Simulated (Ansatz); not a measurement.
Potential energy curve for SMILES [BeH2] (H2Be). The Be1–H3 bond (Be1 also carries H; H3 carries nothing else) is stretched with both fragments frozen at the PBE0/def2-TZVP optimised geometry.

RHF/aug-cc-pVTZ (Ansatz, a program for electronic structure); RMP2 = MP2 on RHF/aug-cc-pVTZ, frozen core (Ansatz); UHF/aug-cc-pVTZ (Ansatz); UMP2 = Ansatz with MP2 on UHF/aug-cc-pVTZ, frozen core; UCCSD = CCSD on UHF/aug-cc-pVTZ, frozen core in Ansatz; UCCSD(T) = CCSD(T) on UHF/aug-cc-pVTZ, frozen core (Ansatz); RKS-PBE = restricted PBE/aug-cc-pVTZ (Ansatz); UKS-PBE = Ansatz with unrestricted PBE/aug-cc-pVTZ; RKS-PBE0 = restricted PBE0/aug-cc-pVTZ (Ansatz); UKS-PBE0 = unrestricted PBE0/aug-cc-pVTZ (Ansatz); FCI = Ansatz with full CI/aug-cc-pVTZ, frozen core.

All curves are set to zero at 1.34 Å and compared with full CI in the same basis at 1.34, 1.37, 1.42, 1.49, 1.54, 1.65, 1.80, 1.98, 2.23, 2.38, 2.67, 2.95, 3.24, 3.59, 4.05, 4.71 Å.

**Question.** Order the methods by the spread of their error (largest minus smallest) over these points.

**Answer.** UCCSD(T) has the smallest spread and RHF the largest. In order (kcal/mol): UCCSD(T) 1.18, UCCSD 1.82, UKS-PBE 4.41, UKS-PBE0 7.64, UMP2 15.19, RKS-PBE 24.25, UHF 25.67, RMP2 34.89, RKS-PBE0 37.30, RHF 63.64.

Errors against full CI at some of the points (kcal/mol):

```tsv
method	1.65 Å	1.98 Å	2.67 Å	3.24 Å	4.71 Å
UCCSD(T)	0.0	0.1	0.5	1.1	0.1
UCCSD	0.1	0.2	1.2	1.8	0.1
UKS-PBE	-0.5	-1.0	1.0	-0.3	-3.4
UKS-PBE0	0.2	0.9	4.4	0.8	-3.2
UMP2	0.8	2.4	10.2	2.2	-3.3
RKS-PBE	-0.5	-1.0	1.1	7.0	23.3
UHF	0.9	3.3	-3.4	-14.4	-20.9
RMP2	0.8	2.4	9.2	18.6	34.9
RKS-PBE0	0.2	0.9	6.0	14.8	37.3
RHF	0.9	3.3	13.5	27.4	63.6
```

The restricted form behind RHF, RMP2, RKS-PBE, RKS-PBE0 keeps the bonding electrons paired and can't separate into open-shell fragments. The T1 diagnostic of CCSD on the restricted reference of RMP2 exceeds 0.045 at 2.95 to 4.71 Å. The unrestricted determinant behind UHF, UMP2, UCCSD, UCCSD(T) is spin-contaminated at 2.23 to 4.71 Å (<S²> up to 1.0, against 0.00 for a pure singlet). The unrestricted determinant behind UKS-PBE, UKS-PBE0 is spin-contaminated at 2.67 to 4.71 Å (<S²> up to 1.0, against 0.00 for a pure singlet).
